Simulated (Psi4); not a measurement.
C₇H₈O, charge -1, doublet, at a GFN2-xTB geometry (a state made from the parent by changing its charge; the spin is typed, not shown lowest) (a gas-phase anion, which may not be bound at this level); REVPBE/STO-3G in Psi4.

Here is a job for Psi4.
```
memory 2 GB

molecule {
-1 2
  C    -2.85244637    0.12104586    0.40364234
  C    -1.35653744    0.04384248    0.19780971
  C    -0.51317418    0.69714256    1.07399337
  C     0.92427427    0.64301766    0.86077453
  C     1.40476273   -0.06894844   -0.22366714
  O     2.79780312   -0.12966404   -0.44173020
  C     0.57900027   -0.72601675   -1.10521236
  C    -0.85612172   -0.66557300   -0.88207204
  H    -3.33705407   -0.81257766    0.11131366
  H    -3.09489473    0.32359776    1.44835031
  H    -3.28751045    0.92314510   -0.20134839
  H    -0.89948791    1.25305374    1.92222612
  H     1.59857798    1.15407491    1.54432546
  H     3.19369358    0.38431560    0.27066129
  H     0.98402782   -1.27492021   -1.94397149
  H    -1.51832279   -1.18043904   -1.56932591
}

set basis sto-3g
set reference uks
set scf_type pk
set puream true
set d_convergence 1e-8
set dft_radial_points 99
set dft_spherical_points 590

energy('revpbe')
print_variables()
```

Output, abridged:

```
   => Loading Basis Set <=

    Name: STO-3G
    Role: ORBITAL
    Keyword: BASIS

         ---------------------------------------------------------
                                   SCF
               by Justin Turney, Rob Parrish, Andy Simmonett
                          and Daniel G. A. Smith
                              UKS Reference
         ---------------------------------------------------------

  ==> Geometry <==

    Molecular point group: c1
    Full point group: C1

    Geometry (in Angstrom), charge = -1, multiplicity = 2:

       Center              X                  Y                   Z               Mass
    ------------   -----------------  -----------------  -----------------  -----------------
         C           -2.910720589837     0.128112128156     0.418149464809    12.000000000000
         C           -1.414811659837     0.050908748156     0.212316834809    12.000000000000
         C           -0.571448399837     0.704208828156     1.088500494809    12.000000000000
         C            0.866000050163     0.650083928156     0.875281654809    12.000000000000
         C            1.346488510163    -0.061882171844    -0.209160015191    12.000000000000
         O            2.739528900163    -0.122597771844    -0.427223075191    15.994914619570
         C            0.520726050163    -0.718950481844    -1.090705235191    12.000000000000
         C           -0.914395939837    -0.658506731844    -0.867564915191    12.000000000000
         H           -3.395328289837    -0.805511391844     0.125820784809     1.007825032230
         H           -3.153168949837     0.330664028156     1.462857434809     1.007825032230
         H           -3.345784669837     0.930211368156    -0.186841265191     1.007825032230
         H           -0.957762129837     1.260120008156     1.936733244809     1.007825032230
         H            1.540303760163     1.161141178156     1.558832584809     1.007825032230
         H            3.135419360163     0.391381868156     0.285168414809     1.007825032230
         H            0.925753600163    -1.267853941844    -1.929464365191     1.007825032230
         H           -1.576597009837    -1.173372771844    -1.554818785191     1.007825032230

  Running in c1 symmetry.

  Rotational constants: A =      0.18215  B =      0.04810  C =      0.03833 [cm^-1]
  Rotational constants: A =   5460.76950  B =   1442.12860  C =   1148.99955 [MHz]
  Nuclear repulsion =  340.382977699382025

  Charge       = -1
  Multiplicity = 2
  Electrons    = 59
  Nalpha       = 30
  Nbeta        = 29

  ==> Algorithm <==

  SCF Algorithm Type is PK.
  DIIS enabled.
  MOM disabled.
  Fractional occupation disabled.
  Guess Type is SAD.
  Energy threshold   = 1.00e-06
  Density threshold  = 1.00e-08
  Integral threshold = 1.00e-12

  ==> Primary Basis <==

  Basis Set: STO-3G
    Blend: STO-3G
    Number of shells: 32
    Number of basis functions: 48
    Number of Cartesian functions: 48
    Spherical Harmonics?: true
    Max angular momentum: 1

  ==> DFT Potential <==

   => LibXC <=

    Version 7.1.2
    S. Lehtola, C. Steigemann, M. J. T. Oliveira, and M. A. L. Marques,  SoftwareX 7, 1–5 (2018) (10.1016/j.softx.2017.11.002)

   => Composite Functional: REVPBE <=

    revPBE GGA Exchange-Correlation Functional

    Y. Zhang and W. Yang, Phys. Rev. Lett. 80, 890, 1998

    Deriv               =              1
    GGA                 =           TRUE
    Meta                =          FALSE

    Exchange Hybrid     =          FALSE
    MP2 Hybrid          =          FALSE

   => Exchange Functionals <=

    1.0000   XC_GGA_X_PBE_R

   => Correlation Functionals <=

    1.0000     XC_GGA_C_PBE

   => LibXC Density Thresholds  <==

    XC_GGA_C_PBE:  1.00E-12
    XC_GGA_X_PBE_R:  1.00E-15

   => Molecular Quadrature <=

    Radial Scheme          =       TREUTLER
    Pruning Scheme         =           NONE
    Nuclear Scheme         =       TREUTLER

    Blocking Scheme        =         OCTREE
    BS radius alpha        =              1
    Pruning alpha          =              1
    Radial Points          =             99
    Spherical Points       =            590
    Total Points           =         859051
    Total Blocks           =           5919
    Max Points             =            256
    Max Functions          =             46
    Weights Tolerance      =       1.00E-15

  ==> Integral Setup <==

  Using in-core PK algorithm.
   Calculation information:
      Number of atoms:                  16
      Number of AO shells:              32
      Number of primitives:             96
      Number of atomic orbitals:        48
      Number of basis functions:        48

      Integral cutoff                 1.00e-12
      Number of threads:                 1

  Performing in-core PK
  Using 1384152 doubles for integral storage.
  We computed 122857 shell quartets total.
  Whereas there are 139656 unique shell quartets.

  ==> DiskJK: Disk-Based J/K Matrices <==

    J tasked:                  Yes
    K tasked:                   No
    wK tasked:                  No
    Schwarz Cutoff:          1E-12

  Minimum eigenvalue in the overlap matrix is 1.7513701128E-01.
  Reciprocal condition number of the overlap matrix is 6.9576579070E-02.
    Using symmetric orthogonalization.

  ==> Pre-Iterations <==

  SCF Guess: Superposition of Atomic Densities via on-the-fly atomic UHF (no occupation information).

   -------------------------
    Irrep   Nso     Nmo
   -------------------------
     A         48      48
   -------------------------
    Total      48      48
   -------------------------

  ==> Iterations <==

                        Total Energy        Delta E     RMS |[F,P]|

   @UKS iter SAD:  -339.25784838296522   -3.39258e+02   0.00000e+00
   @UKS iter   1:  -342.13544066877733   -2.87759e+00   5.24639e-03 ADIIS/DIIS
   @UKS iter   2:  -342.00362922652175    1.31811e-01   9.65392e-03 ADIIS/DIIS
   @UKS iter   3:  -342.17035541638239   -1.66726e-01   2.58584e-03 ADIIS/DIIS
   @UKS iter   4:  -342.17931119570147   -8.95578e-03   9.37103e-04 ADIIS/DIIS
   @UKS iter   5:  -342.17957452956927   -2.63334e-04   8.51337e-04 ADIIS/DIIS
   @UKS iter   6:  -342.18066160838498   -1.08708e-03   2.99016e-04 ADIIS/DIIS
   @UKS iter   7:  -342.18079295752852   -1.31349e-04   1.22001e-04 ADIIS/DIIS
   @UKS iter   8:  -342.18081391425648   -2.09567e-05   7.63226e-05 DIIS
   @UKS iter   9:  -342.18082330681841   -9.39256e-06   1.77099e-05 DIIS
   @UKS iter  10:  -342.18082373727469   -4.30456e-07   1.14375e-05 DIIS
   @UKS iter  11:  -342.18082394845305   -2.11178e-07   3.12910e-06 DIIS
   @UKS iter  12:  -342.18082396264805   -1.41950e-08   1.66883e-06 DIIS
   @UKS iter  13:  -342.18082396733479   -4.68674e-09   7.00580e-07 DIIS
   @UKS iter  14:  -342.18082396822700   -8.92214e-10   3.67199e-07 DIIS
   @UKS iter  15:  -342.18082396847598   -2.48974e-10   1.10559e-07 DIIS
   @UKS iter  16:  -342.18082396850116   -2.51816e-11   2.43362e-08 DIIS
   @UKS iter  17:  -342.18082396850235   -1.19371e-12   7.94393e-09 DIIS
  Energy and wave function converged.

  ==> Post-Iterations <==

   Electrons on quadrature grid:
      Nalpha   =   29.9999998710 ; deviation = -1.290e-07
      Nbeta    =   28.9999998578 ; deviation = -1.422e-07
      Ntotal   =   58.9999997287 ; deviation = -2.713e-07

   @Spin Contamination Metric:   7.858949240E-03
   @S^2 Expected:                7.500000000E-01
   @S^2 Observed:                7.578589492E-01
   @S   Expected:                5.000000000E-01
   @S   Observed:                5.000000000E-01

    Orbital Energies [Eh]
    ---------------------

    Alpha Occupied:

[...]
    Alpha Virtual:

[...]
    Beta Occupied:

[...]
    Beta Virtual:

[...]
      48A      1.029328

    Final Occupation by Irrep:
              A
    DOCC [    29 ]
    SOCC [     1 ]
    NA   [    30 ]
    NB   [    29 ]

  @UKS Final Energy:  -342.18082396850235

   => Energetics <=

    Nuclear Repulsion Energy =            340.3829776993820246
    One-Electron Energy =               -1153.5632051438219605
    Two-Electron Energy =                 521.0701335957211313
    DFT Exchange-Correlation Energy =     -50.0707301197836046
    Empirical Dispersion Energy =           0.0000000000000000
    VV10 Nonlocal Energy =                  0.0000000000000000
    Total Energy =                       -342.1808239685023523

  UHF NO Occupations:
  HONO-2 :   28  A 1.9983261
  HONO-1 :   29  A 1.9981748
  HONO-0 :   30  A 1.0000000
  LUNO+0 :   31  A 0.0018252
  LUNO+1 :   32  A 0.0016739
  LUNO+2 :   33  A 0.0001026
  LUNO+3 :   34  A 0.0000950

Computation Completed

Properties will be evaluated at   0.000000,   0.000000,   0.000000 [a0]

Properties computed using the SCF density matrix

 Multipole Moments:

 ------------------------------------------------------------------------------------
     Multipole            Electronic (a.u.)      Nuclear  (a.u.)        Total (a.u.)
 ------------------------------------------------------------------------------------

 L = 1.  Multiply by 2.5417464519 to convert [e a0] to [Debye]
 Dipole X            :          6.5446736           -6.3870948            0.1575788
 Dipole Y            :         -0.5357676            0.7744923            0.2387246
 Dipole Z            :         -1.2796027            1.5900404            0.3104377
 Magnitude           :                                                    0.4221280

 ------------------------------------------------------------------------------------

  Variable Map:
  ----------------------------------------------------------------------------
[...]
  Array Variable Map:
  ----------------------------------------------------------------------------
[...]
[...]
```
